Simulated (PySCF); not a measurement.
Compound: C3H8ClOSi (doublet state).
Geometry (GFN2-xTB, Å), atoms numbered from 1 in this order:
```
atom  x, y, z in Å
C1    -2.4042    0.2621   -0.2311
C2    -1.5166   -0.9088   -0.0927
O3    -0.1883   -0.7769    0.0404
Si4    0.8443    0.4695   -0.0753
C5     2.5027   -0.3696    0.3266
Cl6    3.7800    0.8648    0.2223
H7    -2.5168    0.8025    0.7174
H8    -3.3908   -0.0514   -0.5610
H9    -1.9854    0.9670   -0.9498
H10   -1.8913   -1.8873    0.1516
H11    0.5562    1.5244    0.8987
H12    0.8891    1.0360   -1.4262
H13    2.5483   -0.7785    1.3332
H14    2.7722   -1.1543   -0.3762
```

The hyperfine couplings belong to this conformer and change with its torsions.

As a line formula: `C[CH]O[SiH2]CCl` [radical].

Computed, not measured: UKS B3LYP, pcH-1 on C Cl H O Si, non-relativistic, mean-field spin-orbit, GIAO in PySCF 2.14.0. Geometry: GFN2-xTB, one conformer, isolated molecule. A GFN2-xTB geometry isn't a minimum of the functional, and hyperfine couplings can be far from their values at a DFT geometry. The SCF solution wasn't tested for stability.

Question: Give the principal g shifts and their parts.

Answer: 
```json
{"Δg (ppm)": "relativistic mass correction", "1": "-175", "2": "-175", "3": "-175"}
{"Δg (ppm)": "gauge correction", "1": "-7", "2": "31", "3": "40"}
{"Δg (ppm)": "orbital Zeeman/spin–orbit", "1": "-17", "2": "1150", "3": "1627"}
{"Δg (ppm)": "total", "1": "-199", "2": "1006", "3": "1492"}
```

So g = 2.00212, 2.00332, 2.00381 and g_iso = 2.00309; the tensor is rhombic: the two nearest values differ by 29 % of g3 − g1. Axes: g3 points within 15° of the C2–H10 bond.

Question: How much does each term add to the isotropic shift?

Answer: The orbital-Zeeman/spin–orbit term 920, the mass correction -175 and the gauge correction 21 ppm, for a total of 766 ppm. The orbital-Zeeman/spin–orbit term is the largest in size. The mass correction is the same along every axis, so the anisotropy comes from the other two: their spans along these axes are 47 (gauge) and 1644 ppm (orbital Zeeman/spin–orbit).

Question: What effective moment and Curie constant follow for a powder?

Answer: With the mean of g² = 4.0124 and S(S+1) = 0.75: μ_eff = √(⟨g²⟩S(S+1)) = 1.735 μB and χT = 0.12505·⟨g²⟩·S(S+1) = 0.376 cm³ K/mol (cgs; spin-Hamiltonian part alone).

Question: In a frozen sample, at which fields do the three g values resonate at 9.5, 34, 94 and 263 GHz (hyperfine left aside), and which band first spreads them over more than twice a line width of 0.3 mT?

Answer: 
```tsv
band	GHz	B(g3) mT	B(g2) mT	B(g1) mT	spread mT
X	9.5	338.73	338.81	339.02	0.29
Q	34.0	1212.30	1212.60	1213.33	1.02
W	94.0	3351.66	3352.47	3354.49	2.83
J	263.0	9377.51	9379.78	9385.43	7.92
```

The spread grows in proportion to the frequency. Q band is the first where it exceeds 0.6 mT.

The Mulliken spin populations are largest on C2 (+0.93), C1 (-0.08), O3 (+0.08) and H7 (+0.07). C2 is the only atom above +0.15. The positive populations add up to 1.13 and the negative ones to -0.13, together 2S = 1. The angles at C2 add up to 358.3°, so it is nearly planar; its axial dipolar tensor and the negative coupling of its proton fit spin in a p orbital normal to that plane.

The HOMO–LUMO gaps are 4.90 eV among the α and 6.90 eV among the β orbitals.

Hardware: one thread of an Arm Neoverse V2 (shared host). Cost: 56 s wall (with the writing of density and orbital grids), 0.93 GiB resident at most.
